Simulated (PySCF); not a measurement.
germanium monotelluride anion (GeTe), SMILES [Ge]=[Te] (connectivity only; charge and spin as stated), charge -1, multiplicity 2. Atoms are numbered in the order given.

```xyz
2

Ge     0.0000     0.0000    -1.5239
Te     0.0000     0.0000     0.9378
```
Charge -1, spin multiplicity 2.

Geometry: PBE0-D3(BJ)/def2-TZVPD. The spin state was assumed, not searched. The def2 effective core potentials stand for the cores of Te; spin–orbit coupling is left out.

Computed with PySCF with PBE0/def2-TZVPD.

Mulliken values depend strongly on the basis, most of all with diffuse functions as here. ESP charges are fitted to the potential on shells at 1.4 to 2.0 van der Waals radii. Atomic charges (e):

| atom | Mulliken | ESP fit | Mulliken spin |
|---|---|---|---|
| Ge1 | -0.33 | -0.40 | 0.90 |
| Te2 | -0.67 | -0.60 | 0.10 |
